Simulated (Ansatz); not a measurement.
Mulliken charges of `[O]=[W]([OH])([F])([F])[Cl]` from ωB97M-V/def2-TZVPP in Ansatz (PBE0-D4/def2-TZVP geometry).

| atom | x (Å) | y (Å) | z (Å) | charge (e) |
| --- | --- | --- | --- | --- |
| O1 | -1.766 | -0.297 | 0.322 | -0.297 |
| W2 | -0.250 | 0.042 | -0.303 | 1.221 |
| O3 | 0.966 | -0.919 | 0.734 | -0.356 |
| F4 | 0.069 | -1.208 | -1.634 | -0.274 |
| F5 | -0.549 | 1.230 | -1.705 | -0.277 |
| Cl6 | 0.364 | 1.917 | 0.888 | -0.230 |
| H7 | 1.227 | -0.832 | 1.653 | 0.215 |

By hand: the dipole of these point charges (1 e Å = 4.8032 D).

Σ q r = (0.189, -0.163, 0.344) e Å, of length 0.425 e Å = 2.04 D.

How does the dipole of the full density compare? (An estimate is asked.)

The calculation gave: (0.313, -0.137, 0.395) e Å, 2.51 D; the point charges give 0.81 times that, at 12° from its direction.

Point charges leave out the atoms' own dipoles, such as those of lone pairs, and Mulliken's split depends on the basis, so the two needn't agree.
